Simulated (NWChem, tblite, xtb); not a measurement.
**GeSiNH5F2 (SMILES F[SiH](F)[NH][GeH3]): methods side by side**

GeSiNH5F2 has 10 atoms, charge 0, and is taken as a singlet. SMILES: `F[SiH](F)[NH][GeH3]`. The shape is that of a PBE0-D4/def2-TZVP optimisation. This is one conformer, not always the lowest.

```xyz
10

F    -1.0233    0.6718    2.1543
Si   -0.7018    1.2275    0.6993
F     0.6738    2.0016    0.8805
N    -0.5202    0.0068   -0.4464
Ge    0.8468   -1.2338   -0.5897
H    -1.7708    2.1673    0.3247
H    -1.2852   -0.1204   -1.0919
H     1.5533   -1.0555   -1.9431
H     0.2516   -2.6482   -0.4996
H     1.8011   -0.9565    0.5750
```

Quantity: the dipole moment, in D. The values are calculated.

| level | kind | program | value (D) | CPU time |
| --- | --- | --- | --- | --- |
| GFN2-xTB | semi-empirical | xtb | 2.53 | under 2 s |
| GFN0-xTB | semi-empirical | xtb | 2.74 | under 2 s |
| GFN1-xTB | semi-empirical | xtb | 2.88 | under 2 s |
| IPEA1-xTB | semi-empirical | tblite | 3.01 | under 2 s |
| HF/STO-3G | Hartree–Fock | NWChem | 1.86 | 5.4 s |
| HF/3-21G | Hartree–Fock | NWChem | 3.23 | 6.1 s |
| HF/def2-SVP | Hartree–Fock | NWChem | 2.92 | 21 s |
| SVWN5/6-311G** | LDA | NWChem | 2.77 | 45 s |
| B3LYP/6-31G* (spherical functions) | global hybrid | NWChem | 2.62 | 37 s |
| B3LYP/6-31G* (Cartesian functions) | global hybrid | NWChem | 2.62 | 33 s |

All-electron rows without a relativistic Hamiltonian named are non-relativistic. The values span 1.86 to 3.23 D. Magnitudes only. Sets without polarisation functions give poor dipoles. Without the sets that lack polarisation functions the rows with a basis span only 2.62 to 2.92 D. CPU times are rough (shared hosts, several kinds of processor and program).
